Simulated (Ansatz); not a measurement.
`C[O][Ge]([CH3])([F])[SH]` → `COC` + `[F][Ge][SH]`  (germylene formation by 1,1-elimination)

Computed with Ansatz on PBE0-D4/def2-TZVP structures; ΔE is electronic, products minus reactants. CCSD(T)/CBS is the MP2 limit (def2-TZVPP, def2-QZVPP) plus CCSD(T) − MP2 in def2-TZVPP, frozen cores. Functionals use def2-TZVPP. B3LYP here is the variant with VWN-RPA as its local correlation; programs differ in this. For Ge outer-core shells are correlated without core-valence functions, which leaves a few kJ/mol of doubt a bond. Scalar relativity is left out up to krypton. One conformer a species, not always the lowest.

| level | ΔE (kcal/mol) | difference from CCSD(T)/CBS |
| --- | --- | --- |
| B3LYP-D4 | 35.7 | -7.2 |
| ωB97X-V | 43.6 | 0.7 |
| PBE | 33.2 | -9.7 |
| r2SCAN | 41.9 | -1.0 |
| PBE0 | 38.8 | -4.1 |
| B3LYP | 31.2 | -11.7 |
| HF/def2-TZVPP | 39.2 | -3.7 |
| SCS-MP2/def2-TZVPP | 46.1 | 3.2 |
| HF/CBS(def2) | 38.6 | -4.3 |
| CCSD/CBS(def2) | 42.4 | -0.5 |
| CCSD(T)/CBS | 42.9 | 0 |

Largest T1 diagnostic among the species: 0.015.

From PBE to PBE0 (25 % exact exchange), in def2-TZVPP and without D4, ΔE moves by +5.5 kcal/mol. The D4 term adds +4.5 kcal/mol with B3LYP and +2.6 kcal/mol with PBE0; it sums over pairs of atoms, weighted by their polarisabilities, and B3LYP, whose exchange is more repulsive, gets the larger term.
